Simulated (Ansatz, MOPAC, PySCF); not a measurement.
Dimer: SiH4 (SMILES [SiH4]) (first 5 atoms) with AsH3 (SMILES [AsH3]); geometry from B3LYP-D3(BJ)/def2-TZVP, rigid monomers moved along the line of their centres of mass till Si1···H9 is 3.02 Å.
(charge 0, multiplicity 1):
```xyz
9

Si     0.005    -0.082     0.197
H      0.314    -0.630    -1.143
H     -1.422     0.307     0.256
H      0.852     1.102     0.458
H      0.274    -1.113     1.225
As     0.106     0.395     3.847
H     -0.632     0.986     5.045
H     -0.729    -0.879     3.890
H     -0.857     1.054     2.864
```

Monomers are frozen at their geometry in the pair; levels with a basis set take the counterpoise correction.

Frozen-core correlation. Filled d and f shells under p-block atoms count as core. CBS(a, b) extrapolates the correlation energy as X⁻³ and adds the Hartree–Fock energy of set b. Rows in 6-31G* carry no dispersion term and start afresh at each structure (6-31G* with six Cartesian d functions); the Pople sets are all-electron and without relativity. MP2/6-31G* freezes PySCF's default core, which leaves 3d correlated. The state reached by PM6, PM7 isn't checked; PM7 holds dispersion and hydrogen-bond terms.

Run with Ansatz (Gaussian basis) for Hartree–Fock, density functionals and correlated methods; MOPAC for PM6, PM7 (differences of heats of formation); PySCF for 6-31G* rows. Values without a source in brackets are computed.

**Question.** One of these levels gives -0.15 kcal/mol for the interaction energy. Name it.
A. CCSD(T)/CBS(def2-SVPD, def2-TZVPPD)
B. MP2/6-31G*
C. PM7
D. PM6

**Answer.** A, CCSD(T)/CBS(def2-SVPD, def2-TZVPPD). The others give -0.89 (PM6), 0.45 (PM7), 1.74 (MP2/6-31G*)

Ansatz is a first-principles code.
